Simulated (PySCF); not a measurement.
C₆H₄F₂O.
Atom-mapped SMILES: `[CH3:1][O:2][C:3]([F:4])=[C:5]=[C:6]=[C:7]=[CH:8][F:9]` (hydrogens: H10, H11, H12 on C1; H13 on C8)

Method: PBE0-D3(BJ)/def2-SVP geometry optimisation, gas phase in PySCF.

Q: List the bond lengths, angles and torsions at this level.

A: 
| bond | length (Å) |
| --- | --- |
| C1–O2 | 1.414 |
| O2–C3 | 1.319 |
| C3–F4 | 1.315 |
| C3=C5 | 1.326 |
| C5=C6 | 1.277 |
| C6=C7 | 1.283 |
| C7=C8 | 1.315 |
| C8–F9 | 1.331 |
| C1–H10, C1–H11, C1–H12 | 1.100 |
| C8–H13 | 1.096 |

Bonds in one row agree within 0.01 Å and their mean is given. A selection of angles:
| angle | degrees |
| --- | --- |
| O2–C1–H10 | 106.3 |
| O2–C1–H11 | 110.7 |
| H10–C1–H11 | 110.1 |
| C1–O2–C3 | 117.0 |
| O2–C3–F4 | 109.7 |
| O2–C3–C5 | 127.8 |
| F4–C3–C5 | 122.4 |
| C3–C5–C6 | 179.6 |
| C5–C6–C7 | 179.9 |
| C6–C7–C8 | 177.4 |
| C7–C8–F9 | 123.4 |
| C7–C8–H13 | 124.7 |
| F9–C8–H13 | 112.0 |

Torsions: C1–O2–C3–F4 180° (antiperiplanar). The mirror-image conformer, all signs reversed, is as good.

The 4 C–C bonds span 1.277 Å (C5=C6, drawn double) to 1.326 Å (C3=C5, drawn double), a spread of 0.049 Å. The C–O distances run from 1.319 Å (O2–C3, drawn single) to 1.414 Å (C1–O2, drawn single), a spread of 0.095 Å. Of the pairs four or more bonds apart, C5···H11 is among the closest relative to their van der Waals radii: 2.77 Å, 95 % of the sum of Bondi's values.

Point group: C1 (no symmetry element, even within 0.4 Å). Whether it is a minimum is left open (no frequencies). The numbers are those of one conformer.
